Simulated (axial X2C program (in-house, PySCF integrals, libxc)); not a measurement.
## Se₂⁻: from the spin-free to the two-component result

Calculated with an in-house relativistic program for diatomic molecules. Spin-free means the one-electron spin-free X2C Hamiltonian; two-component (2c) means X2C with spin–orbit coupling and atomic mean-field two-electron Coulomb and Gaunt terms, so the difference of the two also holds small scalar two-electron terms. Basis: Se dyall-acv3z [9s10p7d5f1g] (cores contracted in-house); Gaussian nuclei, density fitting, unrestricted open shells. Masses: Se 79.917 u.

Spin-free state: M_S = 1/2, Λ = 1 (beyond evenly filled blocks: π+α, π+β, π-α); fragments Se- + Se.

| level | Re (Å) | ωe (cm⁻¹) | De (eV) |
| --- | --- | --- | --- |
| PBE0 | 2.274 | 328.2 | 3.422 |
| HF | 2.257 | 352.0 | 1.471 |
| MP2 | 2.286 | 320.1 | 3.361 |
| CCSD | 2.288 | 322.7 | 3.024 |
| CCSD(T) | 2.301 | 311.6 | 3.194 |
| BP86 | 2.315 | 300.2 | 3.660 |

Correlated methods: 13 electrons correlated (number of frozen shells: Se 3 s, 2 p, 1 d), 291 virtual spin orbitals or spinors in MP2, 90 natural virtuals in coupled cluster.

Problem. Within this multiplet, which Ω should lie lowest by the rule for regular and inverted multiplets?

Solution. The open π shell holds three electrons, one hole, so the multiplet is inverted: Ω = Λ + 1/2 = 3/2. The PBE0 2c search agrees.

Two-component determinant lowest at the distance of the search:

Ω = 3/2 (⟨Sz⟩ = 0.50, ⟨Lz⟩ = 1.00 at HF); fragments Se- + Se.

| level | Re (Å) | ωe (cm⁻¹) | De (eV) |
| --- | --- | --- | --- |
| PBE0 | 2.276 | 326.9 | 3.446 |
| HF | 2.259 | 350.5 | n/a |
| MP2 | 2.288 | 319.4 | 3.264 |
| CCSD | 2.290 | 321.6 | 2.935 |
| CCSD(T) | 2.302 | 310.6 | 3.095 |
| BP86 | 2.317 | 298.8 | 3.667 |

Problem. From the two tables, how do the constants change at the CCSD(T) level (2c against spin-free)?

Solution. At the CCSD(T) level Re increases by 0.001 Å and ωe drops by 1.0 cm⁻¹; De changes by -0.099 eV.

The state is one determinant whose occupation by symmetry is held fixed; it was picked as the lowest of a PBE0 search that is not exhaustive. De is counted from the lowest determinant-based energies of the atoms at the same level, without counterpoise correction. De is not given where an atomic determinant may have missed its ground term or J level, or where the truncated virtual space spoils (T). Density functionals use the spin component along the axis (collinear). CCSD and (T) use frozen natural virtuals with an MP2 correction for the truncation; (T) itself is uncorrected, so its De runs slightly low. Without a current term, density functionals place determinants with orbital angular momentum somewhat too high. The highest occupied level of some functionals is positive through self-interaction error; at Hartree–Fock it is bound. Hartree–Fock gets electron affinities wrong, so its lowest charge split need not be the true one.
